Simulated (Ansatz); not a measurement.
Ansatz results at the PBE0-D4/def2-TZVP geometry: HOMO–LUMO gap (PBE/def2-TZVPP) 4.06 eV; HOMO–LUMO gap (B3LYP/def2-TZVPP) 5.66 eV; LUMO energy (PBE/def2-TZVPP) -2.26 eV.

Each molecule was computed in one conformer, which needn't be the lowest.

Task: Which molecule gave them?
A. `[ZnH][O][GeH3]`
B. `O[SiH2]B(O)F`
C. `O[C@H]1[SiH2][Sn@H]1[OH]`
D. `C#[C][AlH][CH2]C`

Result: D. The others give `[ZnH][O][GeH3]`: 5.20, 6.97, -1.34; `O[C@H]1[SiH2][Sn@H]1[OH]`: 2.93, 4.39, -2.03; `O[SiH2]B(O)F`: 5.31, 7.27, -1.48.

B3LYP here is the variant with VWN-RPA as its local correlation; programs differ in this.
